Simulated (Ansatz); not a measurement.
Two isomers of FH4O2Si2: A = `O[Si](O)(F)[SiH2]`•, B = `O[Si](F)O[SiH3]`•.

Isolated molecules relaxed with PBE0-D4/def2-TZVP in Ansatz; ΔE leaves out vibrations. CCSD(T)/CBS adds triple-zeta CCSD(T) − MP2 to the extrapolated MP2 energy (def2 sets, frozen cores). Functionals use def2-TZVPP. B3LYP here is the variant with VWN-RPA as its local correlation; programs differ in this. Open shells (•) are unrestricted, without spin–orbit coupling. Each species was taken in one conformer, which may not be the lowest.

A:

```xyz
9

O    -0.563   -1.299    1.160
Si   -0.061    0.118    0.516
O     1.506    0.284    0.909
F    -0.932    1.291    1.167
Si   -0.380    0.262   -1.775
H    -1.505   -1.471    1.196
H     1.799   -0.066    1.754
H    -0.235    1.623   -2.355
H     0.371   -0.743   -2.572
```

B:

```xyz
9

O     1.244    2.171    0.440
Si    0.738    1.048   -0.632
F    -0.448    1.643   -1.528
O     0.175   -0.181    0.246
Si   -0.648   -1.600    0.325
H     1.604    2.987    0.084
H    -2.107   -1.336    0.270
H    -0.258   -2.473   -0.811
H    -0.300   -2.258    1.606
```

Task: Which is lower in electronic energy at CCSD(T)/CBS, and by how much? (An estimate is asked.)

Result: The calculation gave: B, by 71.4 kJ/mol.

Task: Give E(B) − E(A) in kJ/mol with B3LYP, B2PLYP, ωB97M-V, HF/def2-TZVPP, PBE-D4, CCSD/def2-TZVPP, CCSD(T)/def2-TZVPP. (Estimate.)

Result: The calculation gave: B3LYP -76.9, B2PLYP -79.0, ωB97M-V -70.3, HF/def2-TZVPP -99.3, PBE-D4 -52.0, CCSD/def2-TZVPP -72.8, CCSD(T)/def2-TZVPP -70.0. None reverses the order clearly.

Largest T1 diagnostic: 0.014.

From PBE to PBE0 (25 % exact exchange), in def2-TZVPP and without D4, E(B) − E(A) moves by −3.7 kJ/mol. In def2-TZVPP, CCSD(T) changes the Hartree–Fock value by +29.3 kJ/mol (the triples alone add +2.8 kJ/mol) and MP2 by +18.9 kJ/mol.
